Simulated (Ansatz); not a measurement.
Geometry optimisation, DFT PBE-D3(BJ), scalar-relativistic, plane waves, PAW (Ansatz 0.2.0).

Input:

```yaml
crystal:
  lattice:
    - [7.872994, 0.0, 0.0]
    - [0.0, 7.872994, 0.0]
    - [0.0, 0.0, 7.872994]
  atoms:
    - { symbol: O, position: [0.5640099, 0.3570345, 0.5057665] }
    - { symbol: C, position: [0.5647709, 0.3269979, 0.3537323] }
    - { symbol: H, position: [0.5452211, 0.1977335, 0.3031006] }
    - { symbol: H, position: [0.5850535, 0.4273339, 0.2579391] }
    - { symbol: O, position: [0.1760581, 0.906346, 0.739278] }
    - { symbol: C, position: [0.0380206, 0.9748806, 0.7555818] }
    - { symbol: H, position: [0.011091, 1.0645769, 0.8599102] }
    - { symbol: H, position: [-0.0679946, 0.9511904, 0.6669555] }
    - { symbol: O, position: [0.2831281, 0.7313197, 0.1647778] }
    - { symbol: C, position: [0.1611477, 0.636036, 0.1570988] }
    - { symbol: H, position: [0.0540295, 0.6445297, 0.2471467] }
    - { symbol: H, position: [0.1507858, 0.5357741, 0.0596554] }
    - { symbol: O, position: [0.5941256, 0.8779235, 0.372591] }
    - { symbol: C, position: [0.5734079, 0.8940917, 0.2198608] }
    - { symbol: H, position: [0.5508095, 1.0190402, 0.1604281] }
    - { symbol: H, position: [0.576053, 0.7847148, 0.132198] }
    - { symbol: O, position: [-0.015539, 0.0265349, 0.2107838] }
    - { symbol: C, position: [0.1253853, 0.0672166, 0.2608086] }
    - { symbol: H, position: [0.2243867, -0.0275948, 0.2902124] }
    - { symbol: H, position: [0.162109, 0.2012088, 0.2795841] }
    - { symbol: O, position: [0.4919784, 0.613413, 0.848081] }
    - { symbol: C, position: [0.6300172, 0.6302772, 0.7796846] }
    - { symbol: H, position: [0.6476409, 0.7102156, 0.6658676] }
    - { symbol: H, position: [0.7453393, 0.5665809, 0.8276286] }
    - { symbol: O, position: [0.4372318, 0.2047805, 0.971395] }
    - { symbol: C, position: [0.3891851, 0.2260561, 0.8256006] }
    - { symbol: H, position: [0.3791851, 0.3535604, 0.7681749] }
    - { symbol: H, position: [0.352911, 0.1190424, 0.7426107] }
    - { symbol: O, position: [0.8231676, 0.505769, 0.4060867] }
    - { symbol: C, position: [0.9391958, 0.4030897, 0.4026806] }
    - { symbol: H, position: [0.9872921, 0.3487809, 0.2827124] }
    - { symbol: H, position: [1.0028469, 0.3585076, 0.5193683] }
    - { symbol: O, position: [0.8523797, 0.517646, 0.0733095] }
    - { symbol: C, position: [0.7684209, 0.3898106, 0.0482857] }
    - { symbol: H, position: [0.6642796, 0.3860943, -0.0455003] }
    - { symbol: H, position: [0.7917011, 0.2704078, 0.1179712] }
    - { symbol: O, position: [0.5537515, 0.0293147, 0.7014052] }
    - { symbol: C, position: [0.7075547, 0.0111425, 0.6957922] }
    - { symbol: H, position: [0.7799977, -0.0449441, 0.8019118] }
    - { symbol: H, position: [0.7832405, 0.0497272, 0.5842667] }
basis:
  ecutwfc: 420.0
kpoints:
  mp_grid: { grid: [1, 1, 1] }
hamiltonian:
  xc: pbe
  dispersion: d3bj
scf:
  occupations: { method: fermi_dirac, width: 0.02 }
  lower_state_search: "off"
relax:
  f_tol: 0.3
  max_steps: 15
  adjacent_minimum: "off"
```

Run as:

```bash
$ ansatz run input.yaml --threads 1 --pin off --max-ram 3072MiB --backend cpu --events-out ev --progress --plain --runs-dir out
```

Where does it end, and by what steps?

The run converged. The threshold is loose, so the end isn't yet a minimum. Limits of this set-up: coarse k mesh. After 12 steps the energy has fallen by 3.249 eV; H28 moved furthest, 1.86 Å.

```
step  energy less start (eV)  largest force component (eV/Å)  accepted
   0                  0.0000                           3.004       yes
   1                 -0.9514                           1.051       yes
   2                 -1.3301                           1.301       yes
   3                 -1.8375                           1.158       yes
   4                 -2.2161                           0.814       yes
   5                 -2.4330                           0.571       yes
   6                 -2.5683                           0.953       yes
   7                 -2.6807                           0.911       yes
   8                 -2.7498                           0.769       yes
   9                 -2.9167                           0.562       yes
  10                 -2.9684                           1.469       yes
  11                 -3.1630                           0.437       yes
  12                 -3.2494                           0.261       yes
```

```xyz
40
Lattice="7.8730 0.0000 0.0000 0.0000 7.8730 0.0000 0.0000 0.0000 7.8730" Properties=species:S:1:pos:R:3
O 3.543 3.450 3.931
C 4.098 3.036 2.929
H 4.342 1.952 2.796
H 4.366 3.715 2.088
O 0.857 5.809 5.550
C 0.051 6.641 5.213
H -0.092 7.583 5.805
H -0.602 6.514 4.314
O 2.483 5.559 1.642
C 1.608 5.309 0.831
H 0.534 5.532 1.056
H 1.830 4.867 -0.165
O 5.120 7.376 2.682
C 5.037 6.742 1.649
H 4.558 7.178 0.738
H 5.435 5.708 1.549
O 0.383 0.389 2.168
C 1.543 0.578 2.494
H 2.331 -0.184 2.327
H 1.856 1.518 3.005
O 4.240 4.869 6.875
C 4.867 5.042 5.845
H 4.468 5.656 5.007
H 5.879 4.588 5.689
O 2.858 1.843 8.323
C 2.262 1.937 7.265
H 2.566 2.670 6.485
H 1.384 1.287 7.028
O 6.909 4.216 3.430
C 7.970 3.622 3.428
H 8.468 3.323 2.477
H 8.499 3.337 4.376
O 7.296 3.087 -0.181
C 6.341 2.481 0.271
H 5.297 2.690 -0.069
H 6.471 1.695 1.053
O 3.606 0.627 5.266
C 4.789 0.509 5.479
H 5.172 0.227 6.503
H 5.557 0.674 4.678
```

The run took 35 s on 1 thread of Intel(R) Xeon(R) Platinum 8488C (Sapphire Rapids) (shared host), peak memory 0.54 GiB.
